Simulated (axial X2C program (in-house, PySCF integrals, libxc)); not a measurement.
# TiBr⁻: properties at the nuclei

Calculated with an in-house all-electron X2C program for linear molecules (integrals from PySCF): two-component X2C with atomic mean-field Coulomb and Gaunt terms, Gaussian nuclei, basis Br dyall-acv3z, Ti dyall-acv3z with contracted cores.

R = 2.520 Å (near the PBE0 minimum at charge -1 of the determinant lowest at the starting distance; the state shown can have its own minimum elsewhere).

Input and command:
```json
{"zs": [35, 22], "q": -1, "bas": ["dyall-acv3z", "dyall-acv3z"], "r0": 2.5, "levels": ["PBE0", "HF", "B3LYP", "TPSSh", "r2SCAN"], "nst": 3}
```
```bash
python soeom.py task.json out
```

Keys: zs atomic numbers; q charge; bas basis sets; r0 starting distance in Å; levels methods; nst determinants followed.

Determinant lowest in the PBE0 search, Ω = 2 (⟨Sz⟩ = -1.00, ⟨Lz⟩ = 3.00 at PBE0), spin on the atoms Br 0.02, Ti -1.02:

| level | Eeff magnitude (GV/cm) | Ws magnitude Br (kHz) | Ws magnitude Ti (kHz) | A∥/gI Br (MHz) | qzz Br (a.u.) | A∥/gI Ti (MHz) | qzz Ti (a.u.) |
| --- | --- | --- | --- | --- | --- | --- | --- |
| PBE0 | 0.327 | 0.0551 | 0.0132 | 36.5 | 0.82 | 233 | -0.48 |
| HF | 0.775 | 0.0825 | 0.0779 | 25.8 | 0.40 | 256 | -0.39 |
| B3LYP | 0.276 | 0.0473 | 0.00938 | 38.6 | 0.76 | 253 | -0.43 |
| TPSSh | 0.348 | 0.0549 | 0.0167 | 39.6 | 0.86 | 244 | -0.51 |
| r2SCAN | 0.411 | 0.0689 | 0.0172 | 45.1 | 0.85 | 184 | -0.58 |

Determinant 0.05 eV from it at PBE0 and this distance, Ω = 4 (⟨Sz⟩ = 1.00, ⟨Lz⟩ = 3.00 at PBE0), spin on the atoms Br -0.02, Ti 1.02:

```
 level  Eeff magnitude (GV/cm)  Ws magnitude Br (kHz)  Ws magnitude Ti (kHz)  A∥/gI Br (MHz)  qzz Br (a.u.)  A∥/gI Ti (MHz)  qzz Ti (a.u.)
  PBE0                   0.331                 0.0279                0.00655            4.06           0.83             140          -0.48
    HF                  0.0487                0.00389                0.00886            7.78           0.31             162          -0.53
 B3LYP                   0.283                 0.0244                0.00458            3.02           0.77             133          -0.43
 TPSSh                   0.355                 0.0281                0.00838            6.14           0.87             131          -0.52
r2SCAN                   0.429                 0.0368                0.00795            4.98           0.87             158          -0.58
```

Eeff is the effective electric field on the electron electric dipole moment in this Ω state and Ws the scalar–pseudoscalar constant of the nucleus named (defined with the proton number Z and per Ω); A∥ (defined per Ω) follows by multiplying with gI = μI/(I μN); qzz is the electric field gradient, eQq0 = 234.96 MHz × Q/barn × qzz. The operators were transformed with the bare-nucleus X2C matrices; with these basis sets, hyperfine constants and field gradients can be off by tens of per cent, and where levels differ in sign neither size nor sign is settled.

With gI(79Br) = 1.4043, gI(47Ti) = -0.3154, Q(47Ti) = 0.302 barn (g factors from the IAEA table of nuclear moments by Stone; Q from Pyykkö, Mol. Phys. 2018), turn the PBE0 values of the first state into constants in MHz.

A∥(79Br) = 36.5 × 1.4043 = 51.3 MHz; A∥(47Ti) = 233 × -0.3154 = -73.5 MHz; eQq0(47Ti) = 234.96 × (0.302) × (-0.48) = -34.1 MHz.

Each state is one determinant with collinear spin, which with several unpaired electrons need not be a pure state. Unrestricted Hartree–Fock can overshoot spin polarisation at the nuclei. In the state Ω = 4 the sign of Eeff differs between levels (HF against PBE0). For an anion, determinants above electron detachment, or with a positive highest level, are held by the basis set. With several open shells hyperfine constants can be off by a factor of several. Where Eeff spreads by more than a factor of two the levels disagree and none is to be relied on. Open-shell Ω = 0 determinants with evenly filled partner blocks cannot be reached by this program, so the Ω shown need not be the lowest component. At TPSSh, r2SCAN a later determinant lies lower. States lie within half an eV, so the first need not be the ground state. The sign of Ws at Ti differs between levels in the second state. Further determinants of the search, some of them spin-mixed, are not shown. Where a field gradient or hyperfine factor spreads by more than a factor of two over the levels, a constant derived from it is not to be relied on. PBE0 term energies can be off by some tenths of an eV.
